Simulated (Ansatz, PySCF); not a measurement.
OP, SMILES O=[P], multiplicity 2. Atoms are numbered in the order given.

```xyz
2

P      0.0000     0.0000    -0.5154
O      0.0000     0.0000     0.9583
```
Charge 0, spin multiplicity 2.

Coordinates come from a PBE0-D3(BJ)/def2-TZVPD optimisation.

Two levels are set side by side: PBE-D3(BJ)/def2-TZVPD (Ansatz, a first-principles code) and PBE0-D3(BJ)/def2-TZVPD (Ansatz). Each level has its own optimised geometry; the coordinates shown are those of the second. Frequencies come from the Hessian of PySCF at each geometry. Differences are taken from unrounded values.

```json
[
 {"quantity": "bond P1–O2 (Å)", "PBE0-D3(BJ)": "1.474", "PBE-D3(BJ)": "1.496", "PBE-D3(BJ) minus PBE0-D3(BJ)": "0.023"},
 {"quantity": "highest harmonic wavenumber (cm⁻¹)", "PBE0-D3(BJ)": "1287", "PBE-D3(BJ)": "1199", "PBE-D3(BJ) minus PBE0-D3(BJ)": "-87"},
 {"quantity": "mean harmonic wavenumber (cm⁻¹)", "PBE0-D3(BJ)": "1287", "PBE-D3(BJ)": "1199", "PBE-D3(BJ) minus PBE0-D3(BJ)": "-87"},
 {"quantity": "zero-point energy (kcal/mol)", "PBE0-D3(BJ)": "1.84", "PBE-D3(BJ)": "1.71", "PBE-D3(BJ) minus PBE0-D3(BJ)": "-0.12"}
]
```
